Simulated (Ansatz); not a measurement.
Reaction (redistribution): `O[SiH2][AlH][SiH3]` + `BC(F)[SiH3]` → `B[SiH2]O` + `F[CH]([SiH3])[AlH][SiH3]`

Program: Ansatz. Geometries: PBE0-D4/def2-TZVP. ΔE: electronic, gas phase. CCSD(T)/CBS adds triple-zeta CCSD(T) − MP2 to the extrapolated MP2 energy (def2 sets, frozen cores). Functionals use def2-TZVPP. B3LYP here is the variant with VWN-RPA as its local correlation; programs differ in this. One conformer a species, not always the lowest.

(1) Is it downhill or uphill in electronic energy at CCSD(T)/CBS, and by how much? (Best estimate.)

(2) What do these levels give: PBE-D4, r2SCAN-D4, PBE0-D4, B3LYP-D4, ωB97X-V, PBE, PBE0, B3LYP, HF/def2-TZVPP, MP2/def2-TZVPP, SCS-MP2/def2-TZVPP, HF/def2-QZVPP? (Best estimate.)

Largest T1 diagnostic among the species: 0.013.

Answers

(1) Ansatz gave: Uphill: ΔE = +44.2 kJ/mol.

(2) Computed: PBE-D4 57.1, r2SCAN-D4 52.0, PBE0-D4 54.7, B3LYP-D4 46.3, ωB97X-V 44.9, PBE 58.6, PBE0 56.2, B3LYP 48.7, HF/def2-TZVPP 39.6, MP2/def2-TZVPP 44.5, SCS-MP2/def2-TZVPP 41.6, HF/def2-QZVPP 39.3 kJ/mol.

In def2-TZVPP, CCSD(T) changes the Hartree–Fock value by +5.6 kJ/mol (the triples alone add +1.4 kJ/mol) and MP2 by +4.9 kJ/mol.
